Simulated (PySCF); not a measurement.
Structure problem from calculated spectra and properties.

Formula: C4H3O4; charge -1.

| Quantity | Value |
| --- | --- |
| Rotational structure | rotational constants A, B, C: 7.015, 0.880, 0.782 GHz [GFN2-xTB] |
| Triplet | lowest triplet excitation (Tamm–Dancoff): 4.14 eV [TDA wB97X-D/def2-SVPD] |
| 13C NMR | chemical shifts (computed TMS as zero) by class: 162.5 (1 C), 161.5 (1 C), 144.5 (1 C), 135.3 (1 C) ppm [GIAO PBE0/pcSseg-1] |
| 1H NMR | chemical shifts (computed TMS as zero) by class: 8.06 (1 H), 8.04 (1 H), 5.70 (1 H) ppm [GIAO PBE0/pcSseg-1] |
| UV, strongest line | among the 8 lowest singlet transitions: S5 at 5.99 eV (207 nm, f = 0.415) [TDDFT wB97X-D/def2-SVPD] |
| UV, first state | lowest singlet excitation: 4.41 eV (281 nm, f = 0.000) [TDDFT wB97X-D/def2-SVPD] |
| NMR, other nuclei | isotropic shieldings of nuclei other than C and H, by class: -93 (1 O), -5 (2 O), 75 (1 O) ppm [GIAO PBE0/pcSseg-1] |
| Polarisability | 73.8 au [wB97X-D/def2-SVPD] |

Gas-phase values; electronic properties from PySCF, density fitting. Levels stand in brackets. Geometry: GFN2-xTB, one conformer, isolated ion. No diffuse functions stand in pcSseg-1, which bears on an anion's orbital energies. NMR classes are plain means over equivalent atoms (diastereotopic ones count apart unless rotation or inversion swaps them), as if these changed places fast.

**Question.** Propose a structure and show how it fits.

**Answer.** Numbering: `[O:1]=[CH:2][O:3]/[CH:4]=[CH:5]/[C:6](=[O:7])[O-:8]`. 4 carbons fall into 4 classes; from least to most shielded: carboxylate carbon [C6] (162.5 ppm), ester carbonyl carbon [C2] (161.5 ppm), vinylic carbon bearing oxygen [C4] (144.5 ppm), alkene CH carbon [C5] (135.3 ppm). Hydrogen classes from least to most shielded: 1 H on a vinylic carbon bearing oxygen, C4 (8.06 ppm), 1 H on an ester carbonyl carbon, C2 (8.04 ppm), 1 H on an alkene CH carbon, C5 (5.70 ppm). The other shieldings belong to: -93 ppm, ester carbonyl oxygen [O1]; -5 ppm, carboxylate oxygen [O7/O8]; 75 ppm, ester single-bonded oxygen [O3]. The optimised geometry has point group Cs and is an asymmetric top. Structure: `O=CO/C=C/C(=O)[O-]`. The assignments are read from this structure; whether some other isomer fits the data as well wasn't checked.

Shape of the structure used: `[O:1]=[CH:2][O:3]/[CH:4]=[CH:5]/[C:6](=[O:7])[O-:8]`: O1–C2–O3–C4 0°, C2–O3–C4–C5 180°, C4–C5–C6–O7 0°.
